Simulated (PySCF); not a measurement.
Input and output

BiI3 (singlet). PySCF 2.14.0, RKS PBE0, Bi def2-SVP with ECP60, I def2-SVP with ECP28; non-relativistic Hamiltonian with scalar-relativistic core potentials where named; density fitting; no spin-orbit coupling. Purpose: singlet excitations, Tamm-Dancoff PBE0.

```python
mol = gto.M(atom='''
Bi     0.00303     0.93852    -0.00000
I     -1.25777    -0.37133     2.17752
I     -1.25777    -0.37133    -2.17752
I      2.51912    -0.35754     0.00000''',
    basis={'Bi': 'def2-SVP', 'I': 'def2-SVP'},
    ecp={'Bi': 'def2-SVP', 'I': 'def2-SVP'},
    charge=0, spin=0)
mf = dft.RKS(mol, xc='PBE0')
mf.grids.atom_grid = (50, 194)
mf = mf.density_fit()  # fitting sets: Bi def2-universal-JKFIT, I def2-universal-JKFIT
mf.conv_tol = 1e-08; mf.max_cycle = 55
mf.kernel(dm0)  # dm0: converged density of the relaxed state
td = mf.TDA(); td.nstates = 8; td.kernel()
```

Run from Python with OMP_NUM_THREADS=2; the lines above give its settings. Where DIIS fails, smearing, a level shift and second-order steps follow.
It took 28 s on 2 threads of Arm Neoverse V1, with other jobs on the host, from an already converged density.

Problem. Where do the frontier levels lie, over both spins?

Solution. HOMO -7.56 eV, LUMO -3.23 eV. 

Problem. What are the Mulliken charges and spins?

Solution. 
| atom | charge (e) | spin (e) |
| --- | --- | --- |
| Bi1 | 0.561 | 0.000 |
| I2 | -0.188 | 0.000 |
| I3 | -0.188 | 0.000 |
| I4 | -0.185 | 0.000 |

Problem. Which singlet excitations follow (Tamm-Dancoff, 8 states)?

Solution. 
```tsv
state	eV	oscillator strength
1	3.22	0.0000
2	3.36	0.0082
3	3.45	0.0160
4	3.46	0.0163
5	3.67	0.0004
6	3.68	0.0006
7	3.92	0.0006
8	3.94	0.0003
```
Functionals without range separation put charge-transfer states too low; the basis has no diffuse functions.

The geometry was relaxed with r2SCAN (Bi def2-SVP with ECP60, I def2-SVP with ECP28).
